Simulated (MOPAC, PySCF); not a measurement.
H₆FGaSi₂, SMILES `[Ga]([F])([SiH3])[SiH3]`, neutral singlet in the gas phase. 

Cartesian coordinates (Å):
SMILES: [F][Ga]([SiH3])[SiH3]
```xyz
10

F      0.2211     1.8769    -1.5853
Ga     0.0618     0.5382    -0.4168
Si     2.1738    -0.5991    -0.0395
Si    -2.2157     0.2505     0.3766
H      3.3254     0.3105    -0.2422
H      2.2836    -1.7361    -0.9887
H      2.2228    -1.1457     1.3392
H     -2.7976    -0.9597    -0.2577
H     -2.2109     0.0365     1.8455
H     -3.0662     1.4201     0.0577
```
Charge 0, multiplicity 1.

All levels are single points at this geometry (B3LYP-D3(BJ)/def2-TZVP); Pople sets use spherical d functions. Orbital energies aren't observables, and empty levels follow the basis.

B3LYP-D3(BJ)/def2-TZVP in PySCF gives HOMO (eV) = -7.20.

Q: Estimate the HOMO (eV) from each of these levels: PBE-D3(BJ)/def2-TZVP in PySCF; B3LYP/3-21G in PySCF; B3LYP/6-311+G** (LANL2DZ on Ga) in PySCF; B3LYP/6-31G* in PySCF; BP86/6-31G* in PySCF; M06-2X/6-31G* in PySCF; PBE/6-31G* in PySCF; SVWN5/6-31G* in PySCF; HF/3-21G in PySCF; HF/6-31G* in PySCF; HF/STO-3G in PySCF; PM6 in MOPAC.

A: 
```csv
level,HOMO (eV)
PBE-D3(BJ)/def2-TZVP in PySCF,-6.36
B3LYP/3-21G in PySCF,-7.15
B3LYP/6-311+G** (LANL2DZ on Ga) in PySCF,-7.38
B3LYP/6-31G* in PySCF,-7.07
BP86/6-31G* in PySCF,-6.32
M06-2X/6-31G* in PySCF,-8.26
PBE/6-31G* in PySCF,-6.23
SVWN5/6-31G* in PySCF,-6.32
HF/3-21G in PySCF,-9.77
HF/6-31G* in PySCF,-9.72
HF/STO-3G in PySCF,-6.71
PM6 in MOPAC,-9.34
```
